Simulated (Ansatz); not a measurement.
`NB1B[SiH2]1` + `[F][GeH2][GaH2]` → `[GaH2][B]1B[SiH2]1` + `[NH2][GeH2][F]`  (redistribution)

Gas-phase electronic energies from Ansatz, PBE0-D4/def2-TZVP geometries. CBS: MP2 limit from def2 TZ/QZ plus the TZ coupled-cluster correction, frozen cores. Functionals use def2-TZVPP. HSE06 is defined as in plane-wave codes. For Ga, Ge outer-core shells are correlated without core-valence functions, which leaves a few kJ/mol of doubt a bond. Scalar relativity is left out up to krypton. One conformer a species, not always the lowest.

`NB1B[SiH2]1`:

```xyz
9

N    -1.320    1.338    0.145
B    -0.878    0.050    0.044
B    -0.241   -1.356   -0.029
Si    1.496   -0.686   -0.041
H    -1.779    1.691    0.970
H    -1.229    2.014   -0.594
H    -0.616   -2.433   -0.362
H     1.800    0.720    0.343
H     2.766   -1.338   -0.476
```

`[F][GeH2][GaH2]`:

Z-matrix (Å, degrees):
```
Ge
Ga 1 2.453
F 1 1.755 2 108.7
H 1 1.544 2 114.9 3 -116.8
H 1 1.544 2 114.9 3 116.8
H 2 1.570 1 118.5 3 179.8
H 2 1.566 1 120.6 3 -0.2
```

`[GaH2][B]1B[SiH2]1`:

Cartesian coordinates in Å:
```
Ga -0.834 -0.038 -1.853
B 0.070 0.752 -0.203
B 0.341 1.474 1.081
Si 0.537 -0.657 1.007
H -0.620 0.633 -3.258
H -1.707 -1.341 -1.752
H 0.671 1.957 2.107
H 1.361 -0.730 2.245
H 0.182 -2.050 0.626
```

`[NH2][GeH2][F]`:

```xyz
7

N     0.956    0.109    0.640
Ge   -0.668   -0.055   -0.146
F    -0.531   -0.167   -1.889
H     1.574   -0.685    0.555
H     1.463    0.959    0.441
H    -1.484    1.214    0.110
H    -1.310   -1.374    0.289
```

```tsv
level	ΔE (kJ/mol)
HSE06-D4	85.3
r2SCAN	81.3
HF/def2-SVP	104.7
HF/def2-TZVPP	93.4
```

(1) What does CCSD(T)/CBS give? (Best estimate.)

(2) What do rigid-rotor, harmonic-oscillator terms from PBE0-D4/def2-TZVP frequencies (298.15 K, 1 bar) make of the CCSD(T)/CBS value? (Estimate.)

Largest T1 diagnostic among the species: 0.015.

Results:

(1) Computed: +63.4 kJ/mol. The listed levels differ from it by 21.9, 17.9, 41.3, 30.0 kJ/mol.

(2) Computed: ΔZPE = +0.4 kJ/mol, ΔH = +63.1 kJ/mol, ΔS = -9 J/(mol·K), ΔG = +65.9 kJ/mol.

From BLYP to BHLYP (50 % exact exchange), in def2-TZVPP and without D4, ΔE moves by −8.4 kJ/mol. At CCSD(T), def2-SVP lies +19.9 kJ/mol from the extrapolated value and def2-TZVPP +1.9 kJ/mol. Leaving LDA and LC-ωPBE aside and taking each functional with its dispersion term where it has one, the values, not all of them listed here, spread over 34.1 kJ/mol, from PBE-QIDH to BLYP-D4.
